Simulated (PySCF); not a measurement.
Fill in the blanks.

Compound: C6H7NO.
InChI=1S/C6H7NO/c1-6(8)4-2-3-5-7/h2-3H,4H2,1H3/b3-2-

Conformer (atom-mapped SMILES and torsion angles): `[CH3:1][C:2](=[O:3])[CH2:4]/[CH:5]=[CH:6]\[C:7]#[N:8]`: C1–C2–C4–C5 -165°, C2–C4–C5–C6 147°.

| property | level | value |
| --- | --- | --- |
| point group | PBE0-D3(BJ)/def2-SVP | C1 |
| rotational constants A, B, C | PBE0-D3(BJ)/def2-SVP | ? |
| dipole moment | CAM-B3LYP/def2-SVPD | ? |
| HOMO energy | CAM-B3LYP/def2-SVPD | ? |
| LUMO energy | CAM-B3LYP/def2-SVPD | ? |
| lowest singlet excitation | TDDFT CAM-B3LYP/def2-SVPD | 4.59 eV (270 nm, f = 0.000) |
| strongest line among the 6 lowest singlet transitions | TDDFT CAM-B3LYP/def2-SVPD | S3 at 6.30 eV (197 nm, f = 0.232) |
| static isotropic polarisability | CAM-B3LYP/def2-SVPD | ? |
| electronic spatial extent ⟨r²⟩ about the centre of nuclear charge | CAM-B3LYP/def2-SVPD | 1284 bohr² |

Gas-phase values; electronic properties from PySCF, density fitting. Isolated species at its PBE0-D3(BJ)/def2-SVP geometry (one conformer only).

Problem. Give the HOMO energy.

Solution. -9.21 eV.

Problem. The rotational constants A, B, C?

Solution. 4.588, 1.007, 0.853 GHz.

Problem. Give the static isotropic polarisability.

Solution. 79.4 au.

Problem. Give the LUMO energy.

Solution. -0.50 eV.

Problem. Give the dipole moment.

Solution. 2.36 D.

In wavenumbers S1 is 37000 cm⁻¹ (1 eV = 8065.54 cm⁻¹). A dipole of 2.36 D is allowed in C1, and pure rotational transitions are dipole-allowed. The polarisability is 11.77 Å³ as a volume (1 au = 0.148185 Å³), or 1.37 au for each of the 58 electrons.

For the TDDFT job (CAM-B3LYP/def2-SVPD), on one thread, Intel Xeon 6975P-C (x86_64), shared host with 192 logical CPUs at a one-minute load of 114, this took 38 s and 1.0 GiB of memory at its peak.
